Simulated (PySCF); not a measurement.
Geometry:
| atom | x (Å) | y (Å) | z (Å) |
| --- | --- | --- | --- |
| F1 | 0.071 | -0.009 | 1.568 |
| Si2 | 0.098 | -0.020 | -0.034 |
| Cl3 | 1.923 | -0.664 | -0.633 |
| Cl4 | -0.244 | 1.867 | -0.693 |
| Cl5 | -1.347 | -1.280 | -0.688 |

Geometry: PBE0-D3(BJ)/def2-SVP; GIAO shifts from PySCF, gas phase, non-relativistic, averaged over equivalent atoms.

At mPW1PW91/pcSseg-2 (208 basis functions, 18 s wall time on 1 thread of an Arm Neoverse V1, shared host):
```json
{"atoms": "F1", "δ (ppm)": "-88.3"}
{"atoms": "Si2", "δ (ppm)": "-15.5"}
{"atoms": "Cl3/Cl4/Cl5", "δ (ppm)": "135.4"}
```

References, each an isolated molecule treated in the same way: $^{19}$F (σref 177.19) vs CFCl3; TMS for $^{29}$Si (σref 340.01); $^{35}$Cl (σref 937.51) vs HCl.

**Question.** What do these become at WP04/pcSseg-2?

**Answer.** 
| atoms | δ at WP04/pcSseg-2 | change |
| --- | --- | --- |
| F1 | -102.3 | -14.0 |
| Si2 | -25.8 | -10.3 |
| Cl3/Cl4/Cl5 | 104.2 | -31.2 |

δ = σ(ref) − σ, references computed at the same level: CFCl3 for $^{19}$F (σ = 177.34 ppm); $^{29}$Si (σ = 328.00 ppm) vs TMS; $^{35}$Cl (σ = 900.48 ppm) vs HCl.

The largest change is at Cl3/Cl4/Cl5 (chlorine bonded to Si). Cost: 208 basis functions, 18 s wall time on 1 thread of an Arm Neoverse V1, shared host.

Unscaled 19F shifts against computed CFCl3 carry errors that often reach 10 to 50 ppm.
